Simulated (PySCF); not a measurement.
benzene (C6H6), SMILES c1ccccc1. Atoms are numbered in the order given.

```xyz
12

C      1.3983     0.0000     0.0000
C      0.6991     1.2109     0.0000
C     -0.6991     1.2109     0.0000
C     -1.3983     0.0000     0.0000
C     -0.6991    -1.2109     0.0000
C      0.6991    -1.2109     0.0000
H      2.4911     0.0000     0.0000
H      1.2456     2.1574     0.0000
H     -1.2456     2.1574     0.0000
H     -2.4911     0.0000     0.0000
H     -1.2456    -2.1574     0.0000
H      1.2456    -2.1574     0.0000
```

The structure is a stationary point at B3LYP-D3(BJ)/def2-SVP.

The numbers are results of B3LYP-D3(BJ)/def2-SVP (PySCF), not measurements.

Frequencies are harmonic and unscaled.

Modes within 1.5 cm⁻¹ of each other (mostly degenerate sets) share a row, with their intensities summed.

**Question.** Estimate the vibrational spectrum. (Estimate from the structure and the level; the computed values follow.)

**Answer.** 
```json
[
 {"mode": "1–2", "ν (cm⁻¹)": "418", "IR (km/mol)": "0.0", "moving atoms (share of kinetic energy)": "C 70 %, H 30 %"},
 {"mode": "3–4", "ν (cm⁻¹)": "621", "IR (km/mol)": "0.0", "moving atoms (share of kinetic energy)": "C 91 %, H 9 %"},
 {"mode": "5", "ν (cm⁻¹)": "693", "IR (km/mol)": "80.9", "moving atoms (share of kinetic energy)": "H 92 %"},
 {"mode": "6", "ν (cm⁻¹)": "734", "IR (km/mol)": "0.0", "moving atoms (share of kinetic energy)": "C 75 %, H 25 %"},
 {"mode": "7–8", "ν (cm⁻¹)": "870", "IR (km/mol)": "0.0", "moving atoms (share of kinetic energy)": "H 79 %, C 21 %"},
 {"mode": "9–10", "ν (cm⁻¹)": "1003", "IR (km/mol)": "0.0", "moving atoms (share of kinetic energy)": "H 70 %, C 30 %"},
 {"mode": "11", "ν (cm⁻¹)": "1015", "IR (km/mol)": "0.0", "moving atoms (share of kinetic energy)": "C 92 %"},
 {"mode": "12", "ν (cm⁻¹)": "1023", "IR (km/mol)": "0.0", "moving atoms (share of kinetic energy)": "C 91 %, H 9 %"},
 {"mode": "13", "ν (cm⁻¹)": "1039", "IR (km/mol)": "0.0", "moving atoms (share of kinetic energy)": "H 75 %, C 25 %"},
 {"mode": "14–15", "ν (cm⁻¹)": "1059", "IR (km/mol)": "9.3", "moving atoms (share of kinetic energy)": "H 59 %, C 41 %"},
 {"mode": "16", "ν (cm⁻¹)": "1163", "IR (km/mol)": "0.0", "moving atoms (share of kinetic energy)": "H 95 %"},
 {"mode": "17–18", "ν (cm⁻¹)": "1185", "IR (km/mol)": "0.0", "moving atoms (share of kinetic energy)": "H 89 %, C 11 %"},
 {"mode": "19–20", "ν (cm⁻¹)": "1366", "IR (km/mol)": "0.0", "moving atoms (share of kinetic energy)": "H 79 %, C 21 %"},
 {"mode": "21–22", "ν (cm⁻¹)": "1511", "IR (km/mol)": "14.6", "moving atoms (share of kinetic energy)": "C 58 %, H 42 %"},
 {"mode": "23–24", "ν (cm⁻¹)": "1654", "IR (km/mol)": "0.0", "moving atoms (share of kinetic energy)": "C 90 %, H 10 %"},
 {"mode": "25", "ν (cm⁻¹)": "3167", "IR (km/mol)": "0.0", "moving atoms (share of kinetic energy)": "H 92 %"},
 {"mode": "26–27", "ν (cm⁻¹)": "3177", "IR (km/mol)": "0.0", "moving atoms (share of kinetic energy)": "H 92 %, C 8 %"},
 {"mode": "28–29", "ν (cm⁻¹)": "3191", "IR (km/mol)": "62.9", "moving atoms (share of kinetic energy)": "H 91 %, C 9 %"},
 {"mode": "30", "ν (cm⁻¹)": "3201", "IR (km/mol)": "0.0", "moving atoms (share of kinetic energy)": "H 91 %, C 9 %"}
]
```
